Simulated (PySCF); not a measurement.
Compound: C4H12Si2.
SMILES: `[SiH3]C[C@@H]1CC[SiH2]1`

All values: wB97X-D/def2-SVPD (PySCF, non-relativistic), on one gas-phase PBE0-D3(BJ)/def2-SVP geometry that isn't relaxed in the solvent. The solvent is an IEF-PCM continuum (Bondi radii, 1.10 Å for H, scaled by 1.2), and excitations are vertical TDDFT with non-equilibrium linear response and a frozen core. The model holds no explicit solvent molecules, cavitation or dispersion.

Gas-phase singlets (H = HOMO, L = LUMO):

```json
{"state": "S1", "E (eV)": "6.917", "λ (nm)": "179", "f": "0.025", "leading configuration": "H→L 85%"}
{"state": "S2", "E (eV)": "7.498", "λ (nm)": "165", "f": "0.006", "leading configuration": "H→L+1 52%"}
{"state": "S3", "E (eV)": "7.606", "λ (nm)": "163", "f": "0.074", "leading configuration": "H-1→L 53%"}
{"state": "S4", "E (eV)": "7.932", "λ (nm)": "156", "f": "0.009", "leading configuration": "H-1→L+1 53%"}
{"state": "S5", "E (eV)": "7.995", "λ (nm)": "155", "f": "0.031", "leading configuration": "H-2→L 33%"}
```

Task: Give the list for chloroform (ε = 4.711), n² = 2.09.

Result: 
```csv
state,E (eV),λ (nm),f,leading configuration,change by rank (eV)
S1,6.861,181,0.034,H→L 85%,-0.056
S2,7.472,166,0.020,H-1→L 49%,-0.026
S3,7.558,164,0.111,H→L+1 30%,-0.048
S4,7.924,156,0.028,H-2→L 28%,-0.008
S5,7.964,156,0.029,H→L+3 19%,-0.031
```

Task: The ground-state energy changes by -0.029 eV from gas to chloroform. By how much does the total energy of gas-phase S1 change?

Result: E(S1) = E(S0) + excitation energy, so it changes by -0.029 − 0.056 = -0.085 eV: it is lowered more than the ground state, which is what a red shift means. This is the vertical state, with the slow part of the continuum still set for S0.

Task: How do the frontier levels move from gas to chloroform?

Result: 
```tsv
orbital	gas (eV)	solvent (eV)	change (eV)
LUMO+2	2.48	2.55	+0.07
LUMO+1	2.18	2.28	+0.10
LUMO	1.81	1.90	+0.09
HOMO	-9.45	-9.32	+0.13
HOMO-1	-9.98	-9.84	+0.14
HOMO-2	-10.49	-10.37	+0.12
HOMO-3	-10.99	-10.88	+0.11
```

The HOMO–LUMO gap goes from 11.27 to 11.22 eV.

The run took 89 s on one thread of an Intel Xeon at 2.50 GHz, no GPU, shared host with 64 logical CPUs at a one-minute load of 52, and the process peaked at 1.1 GiB of memory. This is the whole response run at wB97X-D/def2-SVPD in chloroform, SCF included.

Shape of the structure used: `[SiH3:1][CH2:2][C@@H:3]1[CH2:4][CH2:5][SiH2:6]1`: Si1–C2–C3–C4 175°.

Note: wB97X-D ran without an empirical dispersion term, which enters the total energy and its gradient alone.
